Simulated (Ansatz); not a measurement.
SiMo₃ (the lowest singlet isomer of a short search). Total charge 0; singlet. Geometry PBE0-D4/def2-SVP, basis def2-TZVP, Ansatz.

```xyz
4

Mo   -0.230    0.085    1.373
Mo    0.515    1.238   -0.383
Mo   -1.256   -0.098   -0.597
Si    0.971   -1.224   -0.392
```

```json
{"run": "A", "HOMO (eV)": "-4.54", "LUMO (eV)": "-3.47"}
{"run": "B", "HOMO (eV)": "-5.58", "LUMO (eV)": "-1.49"}
{"run": "C", "HOMO (eV)": "-6.95", "LUMO (eV)": "-0.42"}
{"run": "D", "HOMO (eV)": "-5.01", "LUMO (eV)": "-2.31"}
{"run": "E", "HOMO (eV)": "-6.44", "LUMO (eV)": "0.16"}
{"run": "F", "HOMO (eV)": "-4.33", "LUMO (eV)": "-3.22"}
```

In the def2 sets Mo takes a core potential; there is no spin–orbit coupling. LC-ωPBE has ω = 0.4 bohr⁻¹. The order of the spin states hangs on the level: the quintet lies 0.28 eV below the singlet at BHLYP-D4/def2-TZVP, but 1.78 eV above it at LDA (SPW92)/def2-TZVP. The quintet is doubtful at BHLYP-D4/def2-TZVP (⟨S²⟩ 7.06, where a pure state has 6.00). The structure comes from a short search, and lower isomers may exist.

Task: The runs used BHLYP, HF, LC-ωPBE, LDA (SPW92), PBE, PBE0. Estimate which is which.

Result: A LDA (SPW92) (0 % exact exchange); B BHLYP (50 % exact exchange); C LC-ωPBE (range-separated); D PBE0 (25 % exact exchange); E HF (100 % exact exchange); F PBE (0 % exact exchange). Exact exchange lowers occupied and raises empty levels; among semilocal functionals meta-GGAs tend to open the gap a little, and such runs are hard to tell apart. The gap grows from 1.07 eV (LDA (SPW92)) to 6.60 eV (HF).
